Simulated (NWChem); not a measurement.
All runs are NWChem calculations. System: CH3Li, charge 0, spin multiplicity 1, at a geometry optimised with PBE0/def2-SVP. The structure started from a generated list of species. Level: EOM-CCSD/aug-cc-pVDZ, 1 core orbitals frozen.

Output (cleaned and shortened):

```
             Northwest Computational Chemistry Package (NWChem) 7.3.0
             --------------------------------------------------------

                                NWChem Input Module
                                -------------------

 Scaling coordinates for geometry "geometry" by  1.889725989
 (inverse scale =  0.529177249)

 Turning off AUTOSYM since
 SYMMETRY directive was detected!

                             Geometry "geometry" -> ""
                             -------------------------

 Output coordinates in angstroms (scale by  1.889725989 to convert to a.u.)

  No.       Tag          Charge          X              Y              Z
 ---- ---------------- ---------- -------------- -------------- --------------
    1 Li                   3.0000     0.92872300    -1.29073900     0.00000000
    2 C                    6.0000    -0.22310600     0.31007500     0.00000000
    3 H                    1.0000    -0.89485700     0.37388600     0.87987900
    4 H                    1.0000    -0.89485700     0.37388600    -0.87987900
    5 H                    1.0000     0.34218000     1.26399400     0.00000000

 Effective nuclear repulsion energy (a.u.)      16.1392696152

            Nuclear Dipole moment (a.u.)
            ----------------------------
        X                 Y               Z
 ---------------- ---------------- ----------------
    -0.0000018897    -0.0000018897     0.0000000000

      Symmetry information
      --------------------

 Group name             Cs
 Group number              2
 Group order               2
 No. of unique centers     4

      Symmetry unique atoms

     1    2    3    5


 Summary of "ao basis" -> "" (spherical)
 ------------------------------------------------------------------------------
       Tag                 Description            Shells   Functions and Types
 ---------------- ------------------------------  ------  ---------------------
 *                        aug-cc-pvdz                 on all atoms

 Summary of "ao basis" -> "ao basis" (spherical)
 ------------------------------------------------------------------------------
       Tag                 Description            Shells   Functions and Types
 ---------------- ------------------------------  ------  ---------------------
 Li                       aug-cc-pvdz                9       23   4s3p2d
 C                        aug-cc-pvdz                9       23   4s3p2d
 H                        aug-cc-pvdz                5        9   3s2p
[...]
 EOMCCSD SOLVER TYPE  1
  maxdiff =   0.33988937466184677

 No. of initial right vectors    6

 EOM-CCSD right-hand side iterations
 --------------------------------------------------------------
      Residuum       Omega / hartree  Omega / eV    Cpu    Wall
 --------------------------------------------------------------

 Iteration   1 using    6 trial vectors
   0.3820882356008   0.2507622707448    6.82359
   0.3771684636072   0.2974426812986    8.09383     1.4     1.4

 Iteration   2 using    8 trial vectors
   0.0785393658024   0.1764368072001    4.80109
   0.0610501660889   0.2265913258780    6.16587     0.5     0.5

 Iteration   3 using   10 trial vectors
   0.0550129416497   0.1693521824132    4.60831
   0.0395940735274   0.2231424129482    6.07202     0.4     0.4

 Iteration   4 using   12 trial vectors
   0.0340351707486   0.1646719351834    4.48095
   0.0359329473566   0.2201746641476    5.99126     0.4     0.4

 Iteration   5 using   14 trial vectors
   0.0148542140385   0.1631201510466    4.43873
   0.0339119008541   0.2173332359135    5.91394     0.5     0.5

 Iteration   6 using   16 trial vectors
   0.0059721212788   0.1628610632535    4.43168
   0.0250066226678   0.2156748436106    5.86881     0.5     0.5

 Iteration   7 using   18 trial vectors
   0.0022505402262   0.1628368839226    4.43102
   0.0157308749499   0.2150511979209    5.85184     0.5     0.5

 Iteration   8 using   20 trial vectors
   0.0011650737563   0.1628214929280    4.43060
   0.0119283050109   0.2145930287681    5.83938     0.5     0.5

 Iteration   9 using   22 trial vectors
   0.0004542589329   0.1628222140258    4.43062
   0.0062664209828   0.2145335236762    5.83776     0.5     0.5

 Iteration  10 using   24 trial vectors
   0.0001965060896   0.1628224143569    4.43063
   0.0037922468012   0.2144749315187    5.83616     0.5     0.5

 Iteration  11 using   26 trial vectors
   0.0001015731755   0.1628204485843    4.43057
   0.0026245759802   0.2144219507042    5.83472     0.5     0.5

 Iteration  12 using   28 trial vectors
   0.0000414584278   0.1628204645551    4.43057
   0.0012307575642   0.2144305017778    5.83495     0.5     0.5

 Iteration  13 using   30 trial vectors
   0.0000164435640   0.1628206891936    4.43058
   0.0005416495625   0.2144241841624    5.83478     0.5     0.5

 Iteration  14 using   32 trial vectors
   0.0000062764151   0.1628206804775    4.43058
   0.0002210295613   0.2144244622184    5.83479     0.5     0.5

 Iteration  15 using   33 trial vectors
   0.0000039191046   0.1628206941866    4.43058
   0.0000902179597   0.2144266181371    5.83485     0.3     0.3

 Iteration  16 using   34 trial vectors
   0.0000037095327   0.1628206942084    4.43058
   0.0000365388187   0.2144262051795    5.83484     0.3     0.3

 Iteration  17 using   35 trial vectors
   0.0000037673830   0.1628206949504    4.43058
   0.0000174004594   0.2144259818412    5.83483     0.3     0.3

 Iteration  18 using   36 trial vectors
   0.0000037016018   0.1628206979686    4.43058
   0.0000104555065   0.2144261026684    5.83483     0.3     0.3

 Iteration  19 using   37 trial vectors
   0.0000035142174   0.1628207009124    4.43058
   0.0000043719605   0.2144260806994    5.83483     0.3     0.3
 --------------------------------------------------------------
 Iterations converged
 ------------------

 Excited state root  1
 Excitation energy / hartree =        0.162820700912368
                   / eV      =        4.430578585806066
 largest EOMCCSD amplitudes: R1 and R2

 Singles contributions
     9a"  (alpha) ---     6a'  (alpha)       -0.4242313427
    13a"  (alpha) ---     6a'  (alpha)       -0.7378239844
    19a"  (alpha) ---     6a'  (alpha)       -0.3337421878
    21a"  (alpha) ---     6a'  (alpha)        0.1021346470
    27a"  (alpha) ---     6a'  (alpha)        0.1146417870

 Doubles contributions
 ------------------

 Excited state root  2
 Excitation energy / hartree =        0.214426080699393
                   / eV      =        5.834833016081736
 largest EOMCCSD amplitudes: R1 and R2

 Singles contributions
     9a"  (alpha) ---     6a'  (alpha)        0.6843185567
    13a"  (alpha) ---     6a'  (alpha)       -0.2739430619
    16a"  (alpha) ---     6a'  (alpha)        0.5121347732
    19a"  (alpha) ---     6a'  (alpha)       -0.1661231273
    21a"  (alpha) ---     6a'  (alpha)        0.1109446195
    27a"  (alpha) ---     6a'  (alpha)        0.1533810312

 Doubles contributions

 Task  times  cpu:       25.4s     wall:       25.4s

 Total times  cpu:       25.4s     wall:       25.4s
```

Task: Write an NWChem input that would produce this output.

Result: Several could match; the one computed here: 
```
start mol
memory heap 100 mb stack 700 mb global 1900 mb
geometry units angstroms nocenter noautoz
  Li     0.928723    -1.290739     0.000000
  C     -0.223106     0.310075     0.000000
  H     -0.894857     0.373886     0.879879
  H     -0.894857     0.373886    -0.879879
  H      0.342180     1.263994     0.000000
  symmetry group Cs
end
basis spherical
  * library aug-cc-pvdz
end
scf
  rhf
  nopen 0
  maxiter 100
  thresh 1e-7
  semidirect memsize 60000000 filesize 0
end
tce
  freeze core 1
  ccsd
  nroots 2
  2eorb
  2emet 13
  thresh 1e-5
  maxiter 200
  tilesize 24
end
task tce energy
```
